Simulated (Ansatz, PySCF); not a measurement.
Noncovalent pair: H2O (SMILES O) (first 3 atoms) with CH2O (SMILES C=O); geometry from B3LYP-D3(BJ)/def2-TZVP, rigid monomers moved along the line of their centres of mass till O1···C4 is 2.54 Å.
(charge 0, multiplicity 1):
```xyz
7

O     -0.150     0.438    -0.115
H      0.492     0.168    -0.779
H     -0.524    -0.382     0.230
C      0.005     0.607     2.419
O     -0.399    -0.513     2.579
H      1.084     0.847     2.420
H     -0.678     1.463     2.267
```

Quantity: the interaction energy.

Counterpoise-corrected where a basis set is named; no monomer relaxation.

Correlated levels freeze the cores. CBS: X⁻³ extrapolation of the correlation energy, Hartree–Fock from the larger set.

Codes used: Ansatz (a first-principles code) with Gaussian orbitals; PySCF for the dispersion terms. 

Costs are ratios of core time to PBE/def2-TZVPPD (roughly 4 s), for whole runs (searches for the state included, and forces where a run took them) on one shared machine, so rough; each difference counts from -2.01 kcal/mol (CCSD(T)/CBS(aug-cc-pVDZ, aug-cc-pVTZ), a level with limits of its own).

A star marks coupled-cluster runs past 200 virtual orbitals, where the program's memory plan changes under this machine's limit, so their costs aren't comparable with smaller runs.

```json
[
 {"level": "PBE/def2-TZVPPD", "basis functions": "185", "cost": "×1", "difference (kcal/mol)": "0.50"},
 {"level": "PBE-D3(BJ)/def2-TZVPPD", "basis functions": "185", "cost": "×1", "difference (kcal/mol)": "-0.30"},
 {"level": "B3LYP/def2-TZVPPD", "basis functions": "185", "cost": "×1", "difference (kcal/mol)": "1.23"},
 {"level": "B3LYP-D3(BJ)/def2-TZVPPD", "basis functions": "185", "cost": "×1", "difference (kcal/mol)": "-0.06"},
 {"level": "PBE0/def2-TZVPPD", "basis functions": "185", "cost": "×1", "difference (kcal/mol)": "0.41"},
 {"level": "PBE0-D3(BJ)/def2-TZVPPD", "basis functions": "185", "cost": "×1", "difference (kcal/mol)": "-0.28"},
 {"level": "r2SCAN/def2-TZVPPD", "basis functions": "185", "cost": "×2", "difference (kcal/mol)": "-0.67"},
 {"level": "r2SCAN-D3(BJ)/def2-TZVPPD", "basis functions": "185", "cost": "×2", "difference (kcal/mol)": "-0.92"},
 {"level": "wB97X-V/def2-TZVPPD", "basis functions": "185", "cost": "×3", "difference (kcal/mol)": "-0.13"},
 {"level": "wB97M-V/def2-TZVPPD", "basis functions": "185", "cost": "×3", "difference (kcal/mol)": "-0.25"},
 {"level": "CCSD(T)/aug-cc-pVDZ", "basis functions": "105", "cost": "×4", "difference (kcal/mol)": "0.98"},
 {"level": "CCSD(T)/aug-cc-pVTZ", "basis functions": "230", "cost": "×300*", "difference (kcal/mol)": "0.29"}
]
```

The cheapest listed level whose difference stays within 0.25 kcal/mol: B3LYP-D3(BJ)/def2-TZVPPD (-0.06 kcal/mol, cost ×1).

With a budget of 30 times the cost of PBE/def2-TZVPPD, the closest level: B3LYP-D3(BJ)/def2-TZVPPD, at -0.06 kcal/mol; next is wB97X-V/def2-TZVPPD at -0.13 kcal/mol.

With a budget of 100 times the cost of PBE/def2-TZVPPD, the closest level: B3LYP-D3(BJ)/def2-TZVPPD, at -0.06 kcal/mol; next is wB97X-V/def2-TZVPPD at -0.13 kcal/mol.
